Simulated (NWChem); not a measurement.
System: CH6OSSi; SMILES CO[SiH2]S

The following NWChem deck was run.

```
start job
memory heap 200 mb stack 900 mb global 1100 mb
geometry units angstroms noautoz
  Si    -1.052117     0.010628     0.123454
  S      0.095536     1.799293     0.452101
  O     -0.207258    -1.380579     0.436892
  C      0.993258    -1.751968    -0.181908
  H     -2.173315     0.028645     1.092861
  H     -1.518794     0.028660    -1.296227
  H      0.574632     1.856981    -0.809147
  H      1.778474    -0.986891    -0.042669
  H      1.347075    -2.691113     0.269060
  H      0.864089    -1.922731    -1.267150
end
basis spherical
  * library 6-31g*
end
dft
  xc hfexch
  iterations 150
  vectors input atomic output neutral.movecs
end
task dft energy
charge 1
dft
  odft
  mult 2
  vectors input atomic output cation.movecs
end
task dft energy
```

The geometry was optimised at PBE0/def2-SVP.

Ions are spin-unrestricted doublets at the neutral geometry; other ion states weren't tried.

Q: Predict the main results of this run. (Hartree-Fock/6-31G* (spherical d), vertical spin-unrestricted ions.) Quantities: vertical ionisation energy, ΔSCF (eV); −ε(HOMO) (eV).

A: 
- vertical ionisation energy, ΔSCF (eV) = 9.00
- −ε(HOMO) (eV) = 10.47
